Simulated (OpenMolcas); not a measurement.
An atom or ion with 48 electrons was computed by MS-CASPT2, IPEA 0.25 Eh, imaginary shift 0.1 Eh with spin-orbit coupling (OpenMolcas, ANO-RCC-VTZP, DKH2). The lowest levels that the run gave, each within 12 % of the measured value where one is at hand:

```csv
J,Parity,E (cm⁻¹),g
0,even,0.0,
0,odd,65050,
1,odd,67130,1.495
2,odd,72310,1.501
1,odd,94910,1.006
0,even,153950,
1,even,157190,1.501
2,even,157920,1.207
2,even,164600,1.294
```

Task: Which ion is it, and what are the configurations and terms?

Result: Sb IV (Z = 51, charge +3; active space 2 electrons in 8 orbitals (5s 5p 6s 6p)). J, parity and g give the terms where levels are pure, and mixed ones are named by the computed weights; the size of the splittings, set against known spectra of the 48-electron sequence, gives the charge. In order, with the measured energies in cm⁻¹ (Moore, Atomic Energy Levels, vol. III, NSRDS-NBS 35 (1971 reprint of NBS Circular 467, 1958)): 5s² ¹S₀, 5s 5p ³P°₀, 5s 5p ³P°₁ (66700), 5s 5p ³P°₂ (72560), 5s 5p ¹P°₁ (95952), 5p² ³P₀ (152076), 5p² ³P₁ (156388), 5p² ¹D₂ [59 %] (155956), 5p² ³P₂ [59 %] (163524).

Term energies are means over components that CASPT2 splits; among the terms shown or strongly mixed into the levels shown the widest spread is 270 cm-1 (5p² ¹D). Over all roots computed the reference weight is 0.88 to 0.95; the roots of lowest weight are the least certain, and an intruder state may touch them. Active for correlation alone: 6p 6s; no level in the range computed is led by a configuration that fills them, so any true level of that kind is missing. The ¹D term of p² mixes with s d, which this space lacks. Measured partners are found by configuration, term and J. A level has none where our copy of the source lacks it or the pairing is in doubt (some pairs that miss far off the trend of their configuration count as doubtful), and it then counts in no deviation. Levels of configurations outside the active space are missing.

A share in square brackets marks a mixed level and gives the weight of the term that names it. ° marks odd parity.
